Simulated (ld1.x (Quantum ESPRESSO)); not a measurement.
Results of a calculation; reference values are marked as such.
## Potentials for P (Z = 15) compared

Generated with ld1.x 7.5 (TM, RRKJ, ultrasoft, PAW), atompaw 4.2 or ONCVPSP 4.0.1. The cutoff is in Ry: for ld1.x and atompaw files where the sum of valence levels is converged to 10 mRy in a Bessel basis, for ONCV files where the hardest occupied wave has 1 mHa per electron of residual kinetic energy. The error is the largest all-electron minus pseudo excitation energy over each file’s own four to seven test configurations (ionisations up to +4, promotions, holes and added fractions of an electron), all of which were solved. The labels leave out finer settings (local radius, basis sizes, second energies), which also bear on the numbers. Spin-polarised tests are not counted. The rows are a selection from randomly drawn settings: files with unsolved tests, undetermined cutoffs or missed reference levels are left out.

```csv
potential,cutoff (Ry),largest error (meV),bound ghosts
"TM, LDA (PZ), scalar-relativistic, rc 1.15/1.65 (sp), local smoothed, core correction yes, reference 3s2 3p3",55,+695,none
"ultrasoft, PBE, scalar-relativistic, rc 1.40/1.55/1.25 (spd), local d, core correction yes, reference 3s2 3p2.5",18,+43,none
"TM, PBEsol, scalar-relativistic, rc 2.02/2.22/2.08 (spd), local smoothed, core correction no, reference 3s2 3p2",18,+169,none
"TM, PBE, scalar-relativistic, rc 1.55/1.85/1.65 (spd), local d, core correction yes, reference 3s2 3p3",21,+292,none
"TM, BLYP, scalar-relativistic, rc 1.05/1.50 (sp), local smoothed, core correction no, reference 3s2 3p1",80,+285,none
"TM, LDA (PZ), non-relativistic, rc 1.65/1.55/1.75 (spd), local smoothed, core correction yes, reference 3s2 3p3",21,+192,none
"TM, revPBE, scalar-relativistic, rc 1.10/1.20/1.10 (spd), local p, core correction yes, reference 3s1.75 3p3.25",80,+132,none
```

Problem. Fill in the row for P: TM, LDA (PZ), scalar-relativistic, rc 1.35/1.25/1.05 (spd), local s, core correction no, reference 3s2 3p3.

Solution. cutoff 70 Ry, largest error +459 meV, bound ghosts: none.
